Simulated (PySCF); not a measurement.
GaFBr2, SMILES [F][Ga]([Br])[Br].

Coordinates come from a ωB97X-D3(BJ)/def2-SVP optimisation. The structure was generated by enumeration; whether it is a known compound was not checked.

Two levels are set side by side: TDDFT-PBE/def2-SVPD (PySCF) and TDDFT-B3LYP/def2-SVPD (PySCF). Vertical, same geometry. The lowest singlet is HOMO→LUMO 99 % with PBE and HOMO→LUMO 99 % with the other functional; states are paired by order. Differences are taken from unrounded values.

```csv
quantity,TDDFT-PBE
lowest singlet excitation (eV),4.69
lowest triplet excitation (TDA) (eV),4.38
first bright state (f over 0.05) (eV),6.39
its oscillator strength,0.21
```

Problem. These are the TDDFT-PBE values. What does TDDFT-B3LYP give? (The exact figures need the calculation; the answer reports its results.)

Solution. 
```
quantity                               TDDFT-B3LYP  TDDFT-PBE minus TDDFT-B3LYP
-------------------------------------  -----------  ---------------------------
lowest singlet excitation (eV)                5.10                        -0.41
lowest triplet excitation (TDA) (eV)          4.75                        -0.37
first bright state (f over 0.05) (eV)         7.10                        -0.70
its oscillator strength                       0.40                        -0.19
```

Functionals without exact exchange tend to place singlet excitations lower, as here. Differences between two approximate levels are no errors against the true value.

Rough cost on one machine, each run with all the roots and properties that it gave: TDDFT-B3LYP against TDDFT-PBE about 5 times.
